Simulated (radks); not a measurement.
Spherical jellium clusters: N electrons in a uniform positive sphere of charge N and radius rs N^(1/3), rs = 5.95 bohr. Method: non-relativistic Kohn-Sham, LDA (Slater exchange, Perdew-Wang correlation), spin-polarised, spherical densities; computed with a radial shooting solver with Libxc functionals. Levels are named by radial order and angular momentum (1s, 1p, 1d, 2s, ...), and open shells are averaged over m. Each electron was tried in the lowest free levels, single moves between levels near the top were tried too, and the lowest total energy was kept; such a search can miss a lower state. Energies include the self-energy of the background; IP and EA are vertical (highest electron removed, lowest free level filled), at fixed background; spill-out counts the electrons outside the background radius R, and alpha is the static dipole polarisability from linear response (closed shells only). A dash means not computed or, for alpha, an open shell; in EA it means that no bound solution was reached, which is typical of self-interaction and does not show that the anion is unstable. Real open-shell clusters deform, which this model forbids.

\begin{tabular}{lrrrrrrr}
N & open shells & 2S & E/N (eV) & E(N+1) + E(N-1) - 2E(N) (eV) & IP (eV) & -e(HOMO) (eV) & alpha/R^3 \\ \hline
1 & 1s(up 1, down 0) & 1 & -1.358 & - & - & 2.312 & - \\
2 & none & 0 & -1.594 & 0.556 & 3.856 & 2.328 & 1.369 \\
3 & 1p(up 1, down 0) & 1 & -1.488 & -0.397 & 3.042 & 1.793 & - \\
4 & 1p(up 2, down 0) & 2 & -1.534 & -0.246 & 3.325 & 2.092 & - \\
5 & 1p(up 3, down 0) & 3 & -1.610 & 0.222 & 3.465 & 2.274 & - \\
6 & 1p(up 3, down 1) & 2 & -1.625 & -0.205 & 3.157 & 2.082 & - \\
7 & 1p(up 3, down 2) & 1 & -1.664 & -0.143 & 3.306 & 2.248 & - \\
8 & none & 0 & -1.711 & 0.582 & 3.398 & 2.365 & 1.261 \\
9 & 1d(up 1, down 0) & 1 & -1.684 & -0.150 & 2.771 & 1.817 & - \\
10 & 1d(up 2, down 0) & 2 & -1.676 & -0.123 & 2.894 & 1.956 & - \\
11 & 1d(up 3, down 0) & 3 & -1.682 & -0.102 & 2.988 & 2.066 & - \\
12 & 1d(up 4, down 0) & 4 & -1.695 & -0.085 & 3.062 & 2.156 & - \\
13 & 1d(up 5, down 0) & 5 & -1.712 & 0.221 & 3.121 & 2.231 & - \\
14 & 1d(up 5, down 1) & 4 & -1.711 & -0.096 & 2.874 & 2.025 & - \\
15 & 1d(up 5, down 2) & 3 & -1.717 & -0.081 & 2.953 & 2.114 & - \\
16 & 1d(up 5, down 3) & 2 & -1.727 & -0.069 & 3.016 & 2.188 & - \\
17 & 1d(up 5, down 4) & 1 & -1.740 & -0.060 & 3.068 & 2.252 & - \\
18 & none & 0 & -1.755 & 0.128 & 3.112 & 2.306 & 1.201 \\
19 & 2s(up 1, down 0) & 1 & -1.761 & 0.172 & 2.968 & 2.172 & - \\
20 & none & 0 & -1.758 & 0.070 & 2.788 & 2.022 & 1.217 \\
21 & 1f(up 1, down 0) & 1 & -1.752 & -0.064 & 2.721 & 1.965 & - \\
22 & 1f(up 2, down 0) & 2 & -1.750 & -0.058 & 2.771 & 2.023 & - \\
23 & 1f(up 3, down 0) & 3 & -1.750 & -0.052 & 2.816 & 2.076 & - \\
24 & 1f(up 4, down 0) & 4 & -1.753 & -0.047 & 2.856 & 2.123 & - \\
25 & 1f(up 5, down 0) & 5 & -1.757 & -0.043 & 2.891 & 2.165 & - \\
26 & 1f(up 6, down 0) & 6 & -1.763 & -0.040 & 2.923 & 2.204 & - \\
27 & 1f(up 7, down 0) & 7 & -1.769 & 0.187 & 2.951 & 2.240 & - \\
28 & 1f(up 7, down 1) & 6 & -1.769 & -0.048 & 2.753 & 2.058 & - \\
29 & 1f(up 7, down 2) & 5 & -1.770 & -0.043 & 2.793 & 2.103 & - \\
30 & 1f(up 7, down 3) & 4 & -1.772 & -0.040 & 2.828 & 2.144 & - \\
31 & 1f(up 7, down 4) & 3 & -1.776 & -0.037 & 2.860 & 2.182 & - \\
32 & 1f(up 7, down 5) & 2 & -1.780 & -0.034 & 2.889 & 2.216 & - \\
33 & 1f(up 7, down 6) & 1 & -1.786 & - & 2.915 & 2.248 & - \\
\end{tabular}

All shells are closed at N = 2, 8, 18, 20 (there: 1s2 1p6 1d10 2s2); the second difference of the energy has clear peaks (12 % above both neighbours; the first and last values, which can be the largest, are not judged, and half-filled shells can peak too) at N = 5, 8, 13, 19, 27.
